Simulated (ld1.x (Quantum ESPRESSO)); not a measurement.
## Before and after: RRKJ potential for nitrogen

ld1.x (Quantum ESPRESSO) 7.5 input, shortened:

```
&input
   title='N', zed=7., rel=0, dft='PBE', iswitch=3,
   config='[He] 2s2 2p3 3d-2'
 /
 &inputp
   pseudotype=2, tm=.false., rho0=0.01, lloc=2,
   nlcc=.true., new_core_ps=.true., rcore=0.65
 /
3
2S  1  0   2.00   0.00  1.00  1.00  0.0
2P  2  1   3.00   0.00  1.10  1.10  0.0
3D  3  2  -2.00   0.05  0.85  0.85  0.0
 &test
   configts(1)='2s2 2p3'
 /
```

Change: wave 3d channel at 0.05 Ry: rc 0.85 bohr becomes 3d channel at 0.05 Ry: rc 1.00 bohr.

Cutoffs: the cutoffs (Ry, on a coarse ladder) from which the occupation-weighted sum of valence levels, in a spherical-Bessel basis at the reference potential, stays within 10 and 1 mRy of its value at 400 Ry; they do not see the model core or the augmentation charge, which bear on the density cutoff. Errors are all-electron minus pseudo energies relative to the spin-unpolarised reference configuration.

Task: What does the change do?

Result: The potential gets neither clearly harder nor softer (80 Ry and 110 Ry → 80 Ry and 110 Ry); the errors of the 7 common tests hardly move; neither file shows a bound ghost.

| quantity | base | changed |
| --- | --- | --- |
| cutoff, loose | 80 Ry | 80 Ry |
| cutoff, tight | 110 Ry | 110 Ry |
| bound ghosts | none | none |
| error for 2s2 2p2, meV [ΔE 13.60 eV] | +3.5 | +3.5 |
| error for 2s2 2p1, meV [ΔE 42.46 eV] | +44 | +43 |
| error for 2s2 2p0, meV [ΔE 89.54 eV] | +246 | +244 |
| error for 2s1 2p0, meV [ΔE 167.31 eV] | +616 | +614 |
| error for 2s2 2p2.5, meV [ΔE 5.10 eV] | +0.4 | +0.4 |
| error for 2s2 2p3.3, meV [ΔE -1.62 eV] | 0.0 | 0.0 |
| error for 2s0 2p5, meV [ΔE 22.98 eV] | +15 | +15 |
| s: phases at 1.20 bohr within 0.05 rad from the reference energy up to (Ry; the scan ends near 5) | to the end of the scan | to the end of the scan |
| p: phases at 1.20 bohr within 0.05 rad from the reference energy up to (Ry; the scan ends near 5) | to the end of the scan | to the end of the scan |
| d: phases at 1.20 bohr within 0.05 rad from the reference energy up to (Ry; the scan ends near 5) | to the end of the scan | to the end of the scan |
